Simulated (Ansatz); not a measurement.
Input file for Ansatz (an electronic-structure program): FCI/def2-SVP on H3In (SMILES [InH3]), a point of a bond scan (R = 1.558 Å). Elements past Kr take the def2 small-core potentials; no spin–orbit coupling. The run froze 9 orbitals, filled d shells among them.

Ansatz 0.2 input:
```yaml
crystal:
  periodic: [false, false, false]
  atoms:
    - {symbol: In, position_ang: [-0.00000000, 0.00000000, 0.00000000]}
    - {symbol: H, position_ang: [0.61798374, -0.42694068, 1.36441986]}
    - {symbol: H, position_ang: [-0.39135161, 1.66043977, -0.29090875]}
    - {symbol: H, position_ang: [-0.29529699, -1.18606124, -1.22511332]}
basis:
  gaussian:
    orbitals: def2-SVP
magnetization: {spin_polarized: false}
correlation: {method: fci, electrons: outside_noble_gas}
```

Program output:

```
WARN ansatz: RAYON_NUM_THREADS=1 ignored (pool sized by the plan → 1); use --threads N
Functional definition: HF
integrals: 0.02 GiB planned
872 factors; integrals over basis functions are off by at most 1.5e-7 eV
mean field: 0.10 GiB planned
mean field evaluation 1: about -5194.1657 eV, gradient 8.5e0 eV
mean field evaluation 2: about -5194.1729 eV, gradient 8.5e0 eV
mean field evaluation 4: about -5194.5312 eV, gradient 7.2e-1 eV
mean field evaluation 8: about -5194.5323 eV, gradient 2.2e-4 eV
mean field -5194.53231319 eV, -190.8955415292 hartree, gradient 1.0e-6 eV, S^2 0.000000; 0 other end points of the search recorded, 0 dependent functions left out
9 core orbitals not correlated
reference -5194.53231319 eV, -190.8955415292 hartree; 3, 3 occupied and 29, 29 virtual orbitals, 872 factors
configuration interaction: 1.96 GiB planned
state -5197.05936480 eV, -190.9884089631 hartree
Total energy: -5197.05936480 eV, -190.9884089631 hartree
```

The run converged.

Cost: around 15 core-seconds (rough).
